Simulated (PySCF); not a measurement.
## PBE on W³³⁺ (tungsten, charge +33)

Configuration: [Kr] 4d5, high-spin 6S determinant. Computed with PySCF 2.14 in an even-tempered Gaussian basis (18 s from 2.8 bohr⁻², ratio 2.5; 12 p from 3.6 bohr⁻², ratio 2.5; 9 d from 3.6 bohr⁻², ratio 2.5; 4 f from 17 bohr⁻², ratio 2.7; 3 g from 26 bohr⁻², ratio 2.7), with no relativity, point nucleus.

| Property | Result |
| --- | --- |
| Total energy | -14696.25 hartree |
| One-electron energy | -18179.08 hartree |
| Hartree (Coulomb) energy | 3737.49 hartree |
| Exchange-correlation energy | -254.66 hartree |
| Kinetic energy | 14695.24361 hartree |
| ⟨S²⟩ | 8.7500 |
| ⟨L²⟩ | 0.000 |
| Sum of ⟨r⟩ | 9.856 bohr |
| Sum of ⟨r²⟩ | 3.687 bohr² |
| Density at the nucleus (Gaussians lack the cusp) | 287000 bohr⁻³ |
| Spin density at the nucleus | -5.62 bohr⁻³ |

```
shell  electrons  mean orbital energy (eV)  rms radius, mean of both spins (bohr)
 1s α          1                  -65055.4                                 0.0237
 1s β          1                  -65055.3                                 0.0237
 2s α          1                  -11792.7                                 0.0936
 2s β          1                  -11787.0                                 0.0936
 2p α          3                  -11357.0                                 0.0805
 2p β          3                  -11352.7                                 0.0805
 3s α          1                   -3676.9                                  0.232
 3s β          1                   -3673.9                                  0.232
 3p α          3                   -3478.9                                  0.223
 3p β          3                   -3475.8                                  0.223
 3d α          5                   -3113.2                                  0.196
 3d β          5                   -3108.8                                  0.196
 4s α          1                   -1612.0                                  0.469
 4s β          1                   -1599.3                                  0.469
 4p α          3                   -1525.7                                  0.470
 4p β          3                   -1513.0                                  0.470
 4d α          5                   -1372.4                                  0.463
```

A non-relativistic calculation at this Z misses sizeable relativistic shifts. Spin-orbit coupling, which splits the p, d and f shells strongly at this Z, is absent. Spin-orbit coupling is strong in this species (close to jj coupling), so the high-spin LS determinant is a model state, not a physical level.
